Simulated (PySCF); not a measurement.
A structure optimised at PBE-D3(BJ)/def2-SVP, used in a PySCF frequency run:

```xyz
9

C     -1.6915    -1.0583    -0.1207
Si    -0.3004     0.1664    -0.0074
F     -0.5311     1.0864     1.3211
F     -0.3200     1.1793    -1.2832
S      1.6620    -0.6840    -0.0088
H     -1.6846    -1.7440     0.7502
H     -2.6667    -0.5307    -0.1355
H     -1.5998    -1.6654    -1.0425
H      1.3734    -1.4873     1.0544
```
Charge 0, spin multiplicity 1.

### Question
Write its SMILES and formula.

### Answer
C[Si](F)(F)S, CH4F2SSi

### Question
What are its rotational constants (standard atomic weights)?

### Answer
3.5766, 2.2323, 2.1660 GHz
